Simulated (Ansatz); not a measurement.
Program: Ansatz. Geometries: PBE0-D4/def2-TZVP. ΔE: electronic, gas phase. CCSD(T)/CBS adds triple-zeta CCSD(T) − MP2 to the extrapolated MP2 energy (def2 sets, frozen cores). DFT in def2-TZVPP. def2 core potentials past Kr. For Sn outer-core shells are correlated without core-valence functions, which leaves a few kJ/mol of doubt a bond. Each species was taken in one conformer, which may not be the lowest.

`[SnH3][c]1ccccc1` + `[CH3][AlH][SiH3]` → `[CH3][AlH][SiH2][SnH3]` + `c1ccccc1`  (formal exchange of groups at the Sn–C bond)

`[SnH3][c]1ccccc1`:

```xyz
15

Sn   -0.950    1.601    1.878
C    -0.178    0.312    0.367
C     0.642    0.807   -0.644
C     1.134   -0.031   -1.635
C     0.812   -1.380   -1.625
C    -0.001   -1.887   -0.623
C    -0.491   -1.046    0.366
H    -2.384    2.363    1.348
H    -1.297    0.672    3.268
H     0.208    2.803    2.241
H     0.910    1.859   -0.667
H     1.772    0.370   -2.414
H     1.197   -2.036   -2.398
H    -0.253   -2.942   -0.609
H    -1.121   -1.464    1.146
```

`[CH3][AlH][SiH3]`:

Cartesian coordinates in Å:
```
C 1.482 -0.729 0.954
Al 0.540 0.699 0.012
Si -1.709 0.319 -0.913
H 1.755 -0.406 1.965
H 0.908 -1.654 1.037
H 2.423 -0.962 0.443
H 1.252 2.114 -0.154
H -2.664 -0.093 0.159
H -1.690 -0.795 -1.908
H -2.296 1.508 -1.594
```

`[CH3][AlH][SiH2][SnH3]`:

Cartesian coordinates in Å:
```
C 0.918 -2.783 -0.872
Al 0.453 -0.888 -0.945
Si -0.343 0.329 1.037
Sn -0.848 2.801 0.599
H 1.955 -2.931 -1.193
H 0.297 -3.350 -1.574
H 0.802 -3.227 0.118
H 0.589 -0.104 -2.324
H 0.662 0.263 2.142
H -1.589 -0.295 1.578
H -1.392 3.617 2.000
H -2.056 2.961 -0.601
H 0.551 3.607 0.035
```

`c1ccccc1`:

Z-matrix (Å, degrees):
```
C
C 1 1.387
C 1 1.388 2 120.0
H 1 1.084 2 120.0 3 -180.0
C 2 1.387 1 120.0 3 -0.0
H 2 1.084 1 120.0 3 180.0
C 3 1.387 1 120.0 2 0.0
H 3 1.084 1 120.0 2 180.0
C 5 1.388 2 120.0 1 0.0
H 5 1.084 2 120.0 1 180.0
H 7 1.084 3 120.0 1 180.0
H 9 1.084 5 120.0 2 180.0
```

CCSD(T)/CBS gives -0.62 eV.

**Question.** Another level gave -0.57 eV. Which?
A. PBE-D4/def2-TZVPP
B. CCSD/def2-TZVPP
C. ωB97X-V/def2-TZVPP
D. PBE0/def2-TZVPP

**Answer.** B. CCSD/def2-TZVPP -0.57, PBE-D4 -0.70, ωB97X-V -0.62, PBE0 -0.75 eV.

Largest T1 diagnostic among the species: 0.013.

In def2-TZVPP, CCSD(T) changes the Hartree–Fock value by +0.10 eV (the triples alone add +0.02 eV) and MP2 by +0.14 eV. The D4 term adds +0.05 eV with B3LYP and +0.03 eV with PBE0; it sums over pairs of atoms, weighted by their polarisabilities, and B3LYP, whose exchange is more repulsive, gets the larger term.

B3LYP here is the variant with VWN-RPA as its local correlation; programs differ in this.
